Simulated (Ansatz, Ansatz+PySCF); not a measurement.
```xyz
2

N     0.0000    0.0000   -0.1178
H     0.0000    0.0000    0.8243
```

Basis set: 6-31G (spherical functions). Left uncorrelated: 1 orbital. Charge 0, multiplicity 3.

Computed with Ansatz (development build ahead of 0.2.0); each method stands on the lowest determinant of its kind that the runs found.

The atomization energy at this shape (free ground-state atoms in the same class of orbitals less the molecule, no zero-point energy) of triplet NH:

```csv
method,atomization energy
UHF-CCSD(T),219.4 kJ/mol
UHF-MP2,207.0 kJ/mol
UHF,137.5 kJ/mol
ROHF,133.9 kJ/mol
```

Q: What does PBE0 (unrestricted) give?

A: 282.8 kJ/mol. Caution: the shape is not the minimum.

This basis has no polarisation functions and is too small for such energies, which can lie far from measured ones in either direction.
